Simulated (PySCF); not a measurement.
## Electron correlation in V²⁺ (vanadium, charge +2)

[Ar] 3d3, high-spin 4F determinant. Computed with PySCF 2.14 in x2c-TZVPPall with one added diffuse shell each of s, p, d, f type (7s6p5d3f1g, 80 functions), with scalar relativity by spin-free X2C-1e. Frozen: [Ar]; 3 electrons correlated.

| level | correlation energy (mhartree) |
| --- | --- |
| CCSD | -20.84 |
| (T) | -0.09 |
| CCSD(T) | -20.93 |

Diagnostics: T1 = 0.0034, D1 = 0.0048, largest double amplitude 0.017.

Is a single reference adequate?

Yes: T1 lies below 0.03 and no double amplitude reaches 0.07.
